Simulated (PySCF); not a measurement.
PySCF job for CClF, SMILES F[C]Cl (connectivity only; charge and spin as stated), neutral, multiplicity 1, ωB97X-D3(BJ)/def2-TZVP. Geometry optimised at ωB97X-D3(BJ)/def2-TZVP. The isomer is the one that the SMILES or the coordinates give; other isomers of the formula were not compared.

```python
import numpy as np
from pyscf import gto, scf, dft, df
from pyscf.hessian import thermo

mol = gto.M(
    atom='''
    F     0.28694919   -1.45768182    0.00000000
    C    -0.67171752   -0.58293412    0.00000000
    Cl    0.08516250    0.97745536    0.00000000
    ''',
    basis='def2-TZVP',
    charge=0,
    spin=0,
    max_memory=1600,
    verbose=3,
)
mf = dft.RKS(mol, xc='wb97x-d3bj').density_fit(auxbasis='def2-universal-jkfit')
mf.grids.level = 3
mf.conv_tol = 1e-11
mf.max_cycle = 100
mf.kernel()

# [left out here: the lines that compute and print the analytic Hessian (its translational invariance restored by hand, since the grid's response is missing), thermochemistry and intensities]
```

It prints:

```
converged SCF energy = -598.139795019311

WARN: DFTD3 does not support analytical Hessian, using finite difference


WARN: Mole.unit (angstrom) is changed to Bohr

Mode                                 0                   1                   2
Irrep
Freq [cm^-1]                      463.7935            784.1472           1205.0956
Reduced mass [au]                  21.5655             13.5230             14.0287
Force const [Dyne/A]                2.7331              4.8991             12.0036
Char temp [K]                     667.2955           1128.2132           1733.8642
Normal mode                   x     y     z       x     y     z       x     y     z
       0   F                 0.03  0.16  0.00   -0.02 -0.05 -0.00    0.11 -0.09 -0.00
       1   C                -0.08  0.05 -0.00    0.15  0.21  0.00   -0.19  0.12  0.00
       2  Cl                 0.01 -0.10  0.00   -0.04 -0.05 -0.00    0.01  0.01 -0.00
temperature 298.1500 [K]
pressure 101325.00 [Pa]
Rotational constants [GHz] 69.83067 6.45268 5.90686
Symmetry number 1
Zero-point energy (ZPE) 0.00559 [Eh]   14672.415 [J/mol]
                           tot       elec      trans        rot        vib
Entropy [J/mol/K]       258.712      0.000    161.084     93.375      4.252
Cv [J/mol/K]             34.186      0.000     12.472     12.472      9.243
Cp [J/mol/K]             42.501      0.000     20.786     12.472      9.243
Internal energy [J/mol]                      3718.434   3718.434  15596.122
Internal energy [Eh]   -598.13102  -598.13980
Enthalpy [J/mol]                             6197.391   3718.434  15596.122
Enthalpy [Eh]          -598.13008
Gibbs free energy [J/mol]                  -41829.925 -24121.448  14328.422
Gibbs free energy [Eh] -598.15946
mode   freq/cm-1   IR/(km/mol)
   1      463.79        10.169
   2      784.15       248.932
   3     1205.10       260.664
max |gradient| / (hartree/bohr): 0.000139767813100401
APT charges: [-0.4347  0.8423 -0.4077]
```

The calculation finished and met its thresholds.
